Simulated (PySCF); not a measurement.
Radial density of Pd²¹⁺ (palladium, charge +21)

UHF, [Ar] 3d7, high-spin 4F determinant. Calculation: PySCF 2.14, in an even-tempered Gaussian basis (17 s from 2.1 bohr⁻², ratio 2.5; 11 p from 2.7 bohr⁻², ratio 2.5; 8 d from 2.7 bohr⁻², ratio 2.5; 4 f from 13 bohr⁻², ratio 2.7; 3 g from 20 bohr⁻², ratio 2.7); the non-relativistic Hamiltonian (point nucleus).

```
r (bohr)  4πr²ρ (e/bohr)  4πr²(ρα − ρβ)
0.000580          0.2726         0.0000
0.000975          0.7436         0.0000
 0.00164           1.979         0.0000
 0.00276           5.052        -0.0001
 0.00464           12.03        -0.0003
 0.00780           25.47        -0.0006
  0.0131           44.43        -0.0009
  0.0221           57.12        -0.0001
  0.0371           51.70         0.0179
  0.0625           55.27         0.2229
   0.105           71.67         1.6739
   0.177           45.83         6.5023
   0.297           49.32         9.5237
   0.500           19.59         3.0060
   0.841          0.5131         0.0870
    1.41       0.0004175         0.0001
```

A non-relativistic calculation at this Z misses sizeable relativistic shifts. Spin-orbit coupling, absent here, splits the open shell strongly.
